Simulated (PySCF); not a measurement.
Working with the constants of BeI

UHF-CCSD(T) constants of BeI, ²Σ⁺ (doublet), unpaired electrons σ ↑ (Be x2c-SVPall, I x2c-SVPall; spin-free X2C with a Gaussian nucleus (PySCF 2.14); masses 9.0122 and 126.9045 u):

* ωe: 591.2 cm⁻¹
* ωexe: 2.97 cm⁻¹
* Be: 0.40142 cm⁻¹
* αe: 0.00299 cm⁻¹
* De to Be + I: 2.09 eV

Q: What force constant and bond length do these constants imply?

A: Reduced mass μred = 8.4146 u; k = 5.8918×10⁻⁷·μred·ωe² (u, cm⁻¹, mdyn/Å) = 1.73 mdyn/Å; Re = √(16.8576/(μred·Be)) (u, cm⁻¹, Å) = 2.234 Å.

Q: Estimate the centrifugal constant D from the Kratzer relation and find the Dunham coefficient a1.

A: D = 4Be³/ωe² = 7.4e-07 cm⁻¹; a1 = −1 − αeωe/(6Be²) = -2.83.

Correlated steps freeze 18 core orbitals. Correlated levels converge slowly with the basis: in double zeta they bind strong bonds too weakly, by up to about 1 eV, and carry superposition errors of some tenths. Spin–orbit coupling is left out, which matters for elements this heavy, above all for dissociation energies. The state was picked by a PBE0 search and need not be the measured ground state.
